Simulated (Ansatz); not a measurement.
`C[Si](F)(Cl)[GeH3]` + `C[S][Sn][SH]` → `C[S][Sn][S]C` + `F[SiH](Cl)[GeH3]`  (substitution at a C–Si bond)

Program: Ansatz. Geometries: PBE0-D4/def2-TZVP. ΔE: electronic, gas phase. CCSD(T)/CBS is the MP2 limit (def2-TZVPP, def2-QZVPP) plus CCSD(T) − MP2 in def2-TZVPP, frozen cores. Functionals use def2-TZVPP. B3LYP here is the variant with VWN-RPA as its local correlation; programs differ in this. def2 core potentials past Kr. For Ge, Sn outer-core shells are correlated without core-valence functions, which leaves a few kJ/mol of doubt a bond. Scalar relativity is left out up to krypton. One conformer a species, not always the lowest.

| level | ΔE (kJ/mol) | difference from CCSD(T)/CBS |
| --- | --- | --- |
| PBE-D4 | 89.7 | -3.2 |
| r2SCAN-D4 | 96.7 | 3.8 |
| PBE0-D4 | 93.7 | 0.8 |
| B3LYP-D4 | 90.6 | -2.3 |
| ωB97X-V | 94.1 | 1.2 |
| B2PLYP | 92.9 | 0.0 |
| r2SCAN | 97.2 | 4.3 |
| B3LYP | 92.3 | -0.6 |
| SCS-MP2/def2-TZVPP | 91.7 | -1.2 |
| MP2/def2-QZVPP | 94.2 | 1.3 |
| CCSD(T)/CBS | 92.9 | 0 |

Largest T1 diagnostic among the species: 0.016.

From PBE to PBE0 (25 % exact exchange), in def2-TZVPP and without D4, ΔE moves by +4.0 kJ/mol.

CCSD(T)/CBS has its own doubt, a few kJ/mol and more with outer-core shells, so smaller differences from it don't rank the levels.
